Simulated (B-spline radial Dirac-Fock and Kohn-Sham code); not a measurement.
## Binding energies of Nd³⁴⁺ at several levels of theory

System: the Nd³⁴⁺ ion in the configuration [Ar] 3d8.

The density-functional columns are spherical, spin-unpolarised Dirac-Kohn-Sham results without Breit or QED terms: −ε is minus the orbital energy of the initial state and ΔSCF the difference of two total energies. The reference in the last column comes from Dirac-Fock (average of configuration) total-energy differences with a finite nucleus, the Breit interaction including its frequency dependence, and self-energy and vacuum-polarisation corrections. All numbers are from a B-spline atomic structure program, in eV; a selection of levels is shown. For the 1s level of heavy atoms much of the gap between ΔSCF and the reference is the Breit and QED part, -174.5 eV here; for other levels the error of the functional can be larger.

```tsv
level	LDA −ε	LDA ΔSCF	Dirac-Fock
K	44783.5	45233.8	45069.9
L1	8434.5	8536.7	8588.2
L2	8069.9	8192.9	8188.5
L3	7546.7	7660.9	7670.7
M1	2823.4	2867.3	2899.6
M2	2671.7	2717.5	2731.9
M3	2558.7	2602.7	2618.6
M4,5	2288.3	2337.4	2336.1
```

Values without a named source are computed, but for edge energies of neutral atoms, which are taken from tables.
